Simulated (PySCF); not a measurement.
**Dipole response of La²⁺ (lanthanum, charge +2)**

[Xe] 6s1, 2S determinant (an excited configuration). All numbers are calculated (PySCF 2.14, scalar relativity by spin-free X2C-1e, in x2c-TZVPPall with one added diffuse shell each of s, p, d type (12s8p8d3f1g, 106 functions)). Coupled (time-dependent) response in atomic units; α is the mean over directions.

```
method  mean α (bohr³)  C₆ (like pair)  S(−4)
revPBE           75.94           683.1   4193
```

S(−4) is the Cauchy moment in α(ω) = α(0) + S(−4) ω² + …

α(iu) at revPBE:

| u (hartree) | α(iu) (bohr³) |
| --- | --- |
| 0 | 75.94 |
| 0.0500 | 66.87 |
| 0.100 | 50.04 |
| 0.200 | 27.54 |
| 0.300 | 18.00 |
| 0.500 | 10.79 |
| 0.750 | 7.251 |
| 1.00 | 5.332 |
| 1.50 | 3.263 |
| 2.00 | 2.222 |
| 3.00 | 1.256 |
| 5.00 | 0.5909 |

A single London oscillator, α(iu) = α/(1 + u²/ω²), gives C₆ = (3/4) ω α². Matching the computed C₆ needs ω = 4 × 683.1 / (3 × 75.94²) = 0.158 hartree.

For an ion, C₆ is the dispersion term alone; charge-induced terms of lower order in 1/R come first.

Spin-orbit coupling, which splits the p, d and f shells strongly at this Z, is absent.
